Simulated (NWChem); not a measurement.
Atomisation of H6Al2

```xyz
8

Al     0.0000     0.0000    -1.3108
Al     0.0000     0.0000     1.3108
H      0.0000    -1.1479     0.0000
H     -1.4166     0.0000    -2.0040
H      1.4166     0.0000    -2.0040
H      0.0000     1.1479     0.0000
H     -1.4166     0.0000     2.0040
H      1.4166     0.0000     2.0040
```
Charge 0, spin multiplicity 1.

Everything below was run with NWChem. All single points use one geometry, from B3LYP/def2-SVP, a minimum by its harmonic frequencies.

Basis set: def2-TZVP. The atomisation energy is electronic alone: no zero-point, thermal, spin-orbit or counterpoise terms. No value is extrapolated to the basis-set limit. Free atoms are single determinants with multiplicities Al 2, H 2.

B3LYP has NWChem's definition, with VWN1-RPA local correlation. The structure started from a generated list of species. No SCF solution was tested for a lower state. Open-shell Hartree-Fock references start from PBE0 orbitals.

Q: One of these methods gave an atomisation energy of 364.2 kcal/mol. Which?
A) B3LYP
B) BP86
C) HF
D) LDA (SVWN5)

A: C, HF. The others give 496.1 (LDA (SVWN5)), 462.5 (BP86), 458.2 (B3LYP).
